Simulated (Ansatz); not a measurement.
Ideal-gas functions of CH2F2Zn, SMILES `F[CH2][Zn][F]` at 500 K and 1 bar, from an Ansatz frequency run at PBE0-D4/def2-TZVP.

Molar mass 117.41 g/mol, point group Cs (symmetry number 1), electronic degeneracy 1, moments of inertia 17.261, 225.786, 239.89 u Å². Harmonic wavenumbers (cm⁻¹, unscaled): 106, 141, 258, 539, 692, 702, 1046, 1251, 1276, 1466, 3052, 3109.

Use S(trans) = R[1.5 ln M + 2.5 ln T − 1.1517]; rotational temperatures θ = 24.2544 K / I; S(rot) = R[ln(√π/σ · √(T³/θAθBθC)) + 1.5]; for each mode x = 1.438777 ν̃/T, S = R[x/(eˣ − 1) − ln(1 − e⁻ˣ)] and H = RT x/(eˣ − 1); 1 cm⁻¹ = 0.0119627 kJ/mol; R = 8.31446 J/(mol·K).

Q: By hand: the entropy, in J/(mol·K).

A: Translation 179.0. Rotation: θ = 1.4052, 0.1074, 0.1011 K, giving 112.1. Vibration, mode by mode: 18.22, 15.87, 10.98, 5.45, 3.84, 3.75, 1.72, 1.07, 1.01, 0.65, 0.01, 0.01, in all 62.6. Electronic 0.0. Sum 353.7 J/(mol·K).

Q: By hand: H − E and G − E in kJ/mol, counted from the electronic energy.

A: Zero-point energy ½ × 13638 × 0.0119627 = 81.6; thermal vibration 15.8; translation, rotation and pV give 4 RT = 16.6. H − E = 114.0 kJ/mol, and G − E = 114.0 − 500 × 353.7/1000 = -62.8 kJ/mol.

Vibration gives 18 % of the entropy, 34.1 J/(mol·K) of it from the modes under 150 cm⁻¹: soft modes count most, and the harmonic formula is weakest for them. The sum counts one conformer and one mirror image; others add a mixing term.
